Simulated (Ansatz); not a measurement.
Coupled-cluster diagnostics for the cluster Al4B2 (the lowest singlet isomer of a short search), Ansatz.

Geometry of the singlet (B3LYP-D4/def2-SVP):

```xyz
6

B    -0.200   -0.070    0.342
B     0.254    0.199   -1.115
Al    1.341   -0.530    1.683
Al    2.274   -0.082   -0.832
Al   -1.754    0.602   -1.701
Al   -1.915   -0.119    1.624
```

Correlated methods freeze 22 core orbitals. In CCSD on the charge 1 doublet the largest single amplitude is 0.26, so its Hartree–Fock determinant may place the open shell otherwise than the density functionals do. The structure comes from a short search, and lower isomers may exist.

Geometry of the charge 0 triplet (B3LYP-D4/def2-SVP):

Cartesian coordinates in Å:
```
B 0.051 0.015 0.110
B 0.308 0.581 -1.396
Al -1.496 -1.287 0.979
Al -1.590 -0.154 -1.446
Al 2.065 0.865 -0.439
Al 0.663 -0.020 2.191
```

Geometry of the charge 0 quintet (B3LYP-D4/def2-SVP):

| atom | x (Å) | y (Å) | z (Å) |
| --- | --- | --- | --- |
| B1 | -0.876 | 0.514 | -0.175 |
| B2 | 0.031 | -0.697 | -0.760 |
| Al3 | 0.383 | -0.435 | 1.496 |
| Al4 | 1.413 | -2.138 | -0.339 |
| Al5 | 0.437 | 1.144 | -1.689 |
| Al6 | -1.388 | 1.612 | 1.468 |

**Question.** Estimate the CCSD(T) correlation energy, the shares of MP2 and (T), T1 and the reference's ⟨S²⟩ for: charge 0, singlet, own geometry in def2-TZVPP; charge 0, triplet, own geometry in def2-TZVPP; charge 0, quintet, own geometry in def2-TZVPP; charge 1, doublet, vertical in def2-TZVPP; and the rough time on 4 threads of INTEL XEON PLATINUM 8581C on a shared host.

**Answer.** 
```csv
state,basis,correlation (eV),MP2 share (%),(T) share (%),T1,⟨S²⟩ (pure),wall time,remarks
"charge 0, singlet, own geometry",def2-TZVPP,-15.187,88.4,9.0,0.037,0.00 (0.00),24 s,"large T1 (0.037), restricted SCF unstable"
"charge 0, triplet, own geometry",def2-TZVPP,-14.410,84.2,9.1,0.068,2.61 (2.00),7.2 min,"large T1 (0.068), spin-contaminated (⟨S²⟩ 2.61)"
"charge 0, quintet, own geometry",def2-TZVPP,-13.877,87.1,9.0,0.046,6.18 (6.00),6.2 min,"large T1 (0.046), spin-contaminated (⟨S²⟩ 6.18)"
"charge 1, doublet, vertical",def2-TZVPP,-13.430,80.4,9.3,0.094,2.07 (0.75),8 min,"large T1 (0.094), spin-contaminated (⟨S²⟩ 2.07)"
```
Customary marks for T1 are 0.02 (closed shells), 0.045 (open shells) and about 0.05 (3d metals). T1 exceeds 0.02 in 4 of 4 rows and 0.045 in 3; the higher it lies, the less the single-reference result can be trusted.
